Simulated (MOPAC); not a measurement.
A run for MOPAC: PM6 on CH5BO (SMILES BOC), a point of a torsion scan.

```
PM6 1SCF PRECISE CHARGE=0 THREADS=1
CH5BO

B      1.33526404 1    -0.09362243 1     0.23968043 1
O      0.13611816 1     0.29685682 1     0.63082354 1
C     -1.04770497 1     0.11169671 1    -0.10184599 1
H      1.51811223 1    -0.64712782 1    -0.78926369 1
H      2.20919154 1     0.14615149 1     0.98169356 1
H     -0.86367249 1    -0.40132677 1    -1.05005193 1
H     -1.74345870 1    -0.47727298 1     0.50070945 1
H     -1.49386093 1     1.08967836 1    -0.29888885 1
```

It printed:

```
*******************************************************************************
 **                                                                           **
 **                              MOPAC v23.2.5                                **
 **                                                                           **
 *******************************************************************************
 ** MOPAC's Digital Object Identifier: https://doi.org/10.5281/zenodo.6511958 **
 **                                                                           **
 ** Please cite the open-source release paper for use of this MOPAC version:  **
 ** J. E. Moussa and J. J. P. Stewart (2026)                                  **
 ** MOPAC: An open-source semiempirical molecular orbital program             **
 ** J. Open Source Softw., 11(119), 8025, https://doi.org/10.21105/joss.08025 **
 *******************************************************************************

                              PM6 CALCULATION RESULTS

 *******************************************************************************
 *  PM6        - The PM6 Hamiltonian to be used
 *
 *
 *
 *                 CHARGE ON SYSTEM = 0
 *
 *
 *
 *  PRECISE    - TIGHTER CRITERIA TO BE USED
 *  1SCF       - DO 1 SCF AND THEN STOP
 *  THREADS=1  - MULTI-THREADING NOT USED
 *  T=         - A TIME OF 172800.0 SECONDS REQUESTED
 *  DUMP=N     - RESTART FILE WRITTEN EVERY 7200.0 SECONDS REQUESTED
 *******************************************************************************
PM6 1SCF PRECISE CHARGE=0 THREADS=1
 CH5BO

   ATOM   CHEMICAL          X               Y               Z
  NUMBER   SYMBOL      (ANGSTROMS)     (ANGSTROMS)     (ANGSTROMS)

     1       B          1.33526404  *  -0.09362243  *   0.23968043  *
     2       O          0.13611816  *   0.29685682  *   0.63082354  *
     3       C         -1.04770497  *   0.11169671  *  -0.10184599  *
     4       H          1.51811223  *  -0.64712782  *  -0.78926369  *
     5       H          2.20919154  *   0.14615149  *   0.98169356  *
     6       H         -0.86367249  *  -0.40132677  *  -1.05005193  *
     7       H         -1.74345870  *  -0.47727298  *   0.50070945  *
     8       H         -1.49386093  *   1.08967836  *  -0.29888885  *



          CARTESIAN COORDINATES

    NO.       ATOM           X           Y           Z

     1         B          1.3353     -0.0936      0.2397
     2         O          0.1361      0.2969      0.6308
     3         C         -1.0477      0.1117     -0.1018
     4         H          1.5181     -0.6471     -0.7893
     5         H          2.2092      0.1462      0.9817
     6         H         -0.8637     -0.4013     -1.0501
     7         H         -1.7435     -0.4773      0.5007
     8         H         -1.4939      1.0897     -0.2989

 General Reference for PM6:
 "Optimization of Parameters for Semiempirical Methods V: Modification of NDDO Approximations
 and Application to 70 Elements", J. J. P. Stewart, J. Mol. Mod., 13, 1173-1213 (2007)
 URL: https://link.springer.com/article/10.1007/s00894-007-0233-4

           Empirical Formula: C H5 O B  =     8 atoms



      MOLECULAR POINT GROUP   :   Cs


      RHF CALCULATION, NO. OF DOUBLY OCCUPIED LEVELS = 9


 -------------------------------------------------------------------------------
 PM6 1SCF PRECISE CHARGE=0 THREADS=1
 CH5BO



     1SCF WAS SPECIFIED, SO BFGS WAS NOT USED
     SCF FIELD WAS ACHIEVED


                              PM6 CALCULATION
                                                       MOPAC v23.2.5 Linux




          FINAL HEAT OF FORMATION =        -59.02696 KCAL/MOL =    -246.96881 KJ/MOL


          COSMO AREA              =         88.32 SQUARE ANGSTROMS
          COSMO VOLUME            =         70.08 CUBIC ANGSTROMS

          IONIZATION POTENTIAL    =         10.572489 EV
          HOMO LUMO ENERGIES (EV) =        -10.572  0.985
          NO. OF FILLED LEVELS    =          9
          MOLECULAR WEIGHT        =         43.8599         POINT GROUP:  Cs

          MOLECULAR DIMENSIONS (Angstroms)

            Atom       Atom       Distance
            H     7    H     5     4.03032
            H     4    H     8     2.33005
            H     6    H     5     1.52075


          SCF CALCULATIONS        =          1





   ATOM   CHEMICAL          X               Y               Z
  NUMBER   SYMBOL      (ANGSTROMS)     (ANGSTROMS)     (ANGSTROMS)

     1       B          1.33526404  *  -0.09362243  *   0.23968043  *
     2       O          0.13611816  *   0.29685682  *   0.63082354  *
     3       C         -1.04770497  *   0.11169671  *  -0.10184599  *
     4       H          1.51811223  *  -0.64712782  *  -0.78926369  *
     5       H          2.20919154  *   0.14615149  *   0.98169356  *
     6       H         -0.86367249  *  -0.40132677  *  -1.05005193  *
     7       H         -1.74345870  *  -0.47727298  *   0.50070945  *
     8       H         -1.49386093  *   1.08967836  *  -0.29888885  *

                             CARTESIAN COORDINATES

   1    B        1.335264040    -0.093622430     0.239680430
   2    O        0.136118160     0.296856820     0.630823540
   3    C       -1.047704970     0.111696710    -0.101845990
   4    H        1.518112230    -0.647127820    -0.789263690
   5    H        2.209191540     0.146151490     0.981693560
   6    H       -0.863672490    -0.401326770    -1.050051930
   7    H       -1.743458700    -0.477272980     0.500709450
   8    H       -1.493860930     1.089678360    -0.298888850


           Empirical Formula: C H5 O B  =     8 atoms



      MOLECULAR POINT GROUP   :   Cs


                  EIGENVALUES
 -31.05722 -25.68582 -19.42740 -16.57280 -16.26496 -14.84120 -12.49944 -11.99312
 -10.57249   0.98463   1.95220   3.43862   4.89614   5.08700   5.30953   5.65838
   6.32701


              NET ATOMIC CHARGES AND DIPOLE CONTRIBUTIONS

  ATOM NO.   TYPE          CHARGE      No. of ELECS.   s-Pop       p-Pop
    1          B           0.015314        2.9847     1.09379     1.89090
    2          O          -0.357775        6.3578     1.71971     4.63806
    3          C          -0.177177        4.1772     1.09038     3.08680
    4          H           0.029334        0.9707     0.97067
    5          H           0.064675        0.9353     0.93533
    6          H           0.132521        0.8675     0.86748
    7          H           0.146551        0.8534     0.85345
    8          H           0.146558        0.8534     0.85344
 DIPOLE           X         Y         Z       TOTAL
 POINT-CHG.    -1.173    -0.482    -1.312     1.825
 HYBRID        -0.362     0.131     0.145     0.411
 SUM           -1.534    -0.351    -1.168     1.960


          ATOMIC ORBITAL ELECTRON POPULATIONS

     Atom    s        px        py        pz
    1  B   1.09379   0.69488   0.40404   0.79197
    2  O   1.71971   1.29859   1.70679   1.63268
    3  C   1.09038   0.88455   1.14708   1.05517
    4  H   0.97067
    5  H   0.93533
    6  H   0.86748
    7  H   0.85345
    8  H   0.85344

 **********************
 *                    *
 * JOB ENDED NORMALLY *
 *                    *
 **********************




 == MOPAC DONE ==
```

The run finished.

Cost: roughly 0.020 core-seconds.
